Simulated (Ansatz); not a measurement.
Basis sets compared for the cluster Ga₉P₉. The state is a singlet with charge 0. Geometry PBE-D4/def2-SVP. Ansatz on 2 threads of AMD EPYC 7R13 on a shared host and a share (18 GiB) of an NVIDIA H100 80GB HBM3; times are rough, and most runs start from earlier orbitals.

Cartesian coordinates in Å:
```
Ga 1.373 2.284 0.727
Ga 1.064 -1.912 0.197
Ga -0.305 1.142 2.586
Ga -1.513 -2.675 -1.139
Ga -1.316 -1.605 1.141
Ga -2.155 1.733 0.438
Ga 0.537 -1.335 -2.924
Ga 0.702 -1.479 3.229
Ga -2.236 1.887 -2.361
P -0.526 3.275 1.582
P 0.858 0.997 -2.295
P 0.787 -3.334 -1.667
P -1.852 -0.719 -2.664
P 2.653 1.344 -1.022
P 2.865 -0.400 0.431
P -0.661 0.099 -0.923
P 2.102 0.619 2.324
P -2.377 0.077 2.342
```

Single mean-field runs in def2-SVP, def2-TZVP are fitted with def2-universal-jkfit. The structure comes from a short search, and lower isomers may exist.

Binding counts from free atoms (Ga doublet, P quartet) in the same basis, without a counterpoise term.

```
                        level  functions  energy (Eh)  HOMO (eV)  LUMO (eV)  binding per atom (eV)  wall time
PBE-D4/def2-SVP (with forces)        450  -20389.3174      -4.72      -3.63                   3.05      8.5 s
             PBE0-D4/def2-SVP        450  -20389.8667      -5.29      -3.11                   2.91       14 s
```

(1) Estimate the rows for PBE-D4/def2-TZVP, PBE0-D4/def2-TZVP.

## Answers

(1) 
| level | functions | energy (Eh) | HOMO (eV) | LUMO (eV) | binding per atom (eV) | wall time |
| --- | --- | --- | --- | --- | --- | --- |
| PBE-D4/def2-TZVP | 765 | -20392.5935 | -4.68 | -3.60 | 3.07 | 10 s |
| PBE0-D4/def2-TZVP | 765 | -20393.1294 | -5.23 | -3.05 | 2.94 | 14 s |
